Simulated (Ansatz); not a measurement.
Stepwise reaction of `[Cl][Sc]([Cl])[Cl]` with ammonia, as a gas-phase model of exchange steps in deposition or etching. ΔE in kJ/mol; ΔG adds harmonic PBE0-D4 terms to CCSD(T)/CBS, at 1 bar.

Program: Ansatz. Geometries: PBE0-D4/def2-TZVP. ΔE: electronic, gas phase. CCSD(T)/CBS adds triple-zeta CCSD(T) − MP2 to the extrapolated MP2 energy (def2 sets, frozen cores). This one scheme is used for every species. DFT in def2-TZVPP. B3LYP here is the variant with VWN-RPA as its local correlation; programs differ in this. For Sc outer-core shells are correlated without core-valence functions, which leaves a few kJ/mol of doubt a bond. Scalar relativity is left out up to krypton. One conformer a species, not always the lowest.

| step | reaction | PBE-D4 | B3LYP-D4 | ωB97M-V | CCSD(T)/CBS | ΔG(500 K) |
| --- | --- | --- | --- | --- | --- | --- |
| 2 | `[NH2][Sc]([Cl])[Cl]` + NH₃ → `[NH2][Sc]([NH2])[Cl]` + HCl | 114.6 | 117.0 | 117.7 | 117.6 | 106.5 |
| 3 | `[NH2][Sc]([NH2])[Cl]` + NH₃ → `[NH2][Sc]([NH2])[NH2]` + HCl | 130.0 | 133.1 | 134.0 | 132.2 | 123.7 |

Question: Give the row of step 1, `[Cl][Sc]([Cl])[Cl]` + NH₃ → `[NH2][Sc]([Cl])[Cl]` + HCl. (Estimate.)

Answer: Ansatz gave: 
```
step                                                  reaction  PBE-D4  B3LYP-D4  ωB97M-V  CCSD(T)/CBS  ΔG(500 K)
   1  `[Cl][Sc]([Cl])[Cl]` + NH₃ → `[NH2][Sc]([Cl])[Cl]` + HCl    95.4      96.9     96.7         98.6       85.0
```

Question: By hand: ΔE of the 3 steps together at CCSD(T)/CBS.

Answer: (98.6) + (117.6) + (132.2) = 348.4 kJ/mol, or 116.1 kJ/mol a step.

In ΔE each step is higher than the one before. All are uphill at CCSD(T)/CBS. ΔG lies between 85.0 and 123.7 kJ/mol a step. PBE-D4 differs from CCSD(T)/CBS by -3.2 to -2.2 kJ/mol a step. Isolated molecules leave out the surface, adducts and barriers. Largest T1 diagnostic: 0.014.
